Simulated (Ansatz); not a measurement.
System: BSiH₄, charge 0, doublet. BSiH4 (SMILES [BH][SiH3], doublet).
B3LYP-D3(BJ)/def2-TZVP minimum from Ansatz (an electronic-structure program):
```
Si
H 1 1.4831
H 1 1.4880 2 107.93
H 1 1.4882 2 108.56 3 -117.14
B 1 1.9744 2 110.61 3 128.95
H 5 1.1841 1 143.98 2 -143.23
```
Charge 0, spin multiplicity 2.

Total energies in cc-pV(D+d)Z, 11 correlated electrons, 6 frozen orbitals. Radicals and triplets start from unrestricted determinants; spin-orbit coupling is neglected. Correlated methods leave the cores frozen. No relativity.

```
method    program  energy (Eh)  minus CCSDT(Q) (mEh)
--------  -------  -----------  --------------------
HF         Ansatz   -315.85448                212.43
MP2        Ansatz   -316.01813                 48.79
CCSD       Ansatz   -316.06099                  5.92
CCSD(T)    Ansatz   -316.06564                  1.27
CCSDT(Q)   Ansatz   -316.06691                  0.00
```

Rough core times of Ansatz's runs on a shared machine: CCSD(T) under 20 s, CCSDT(Q) 2 min.
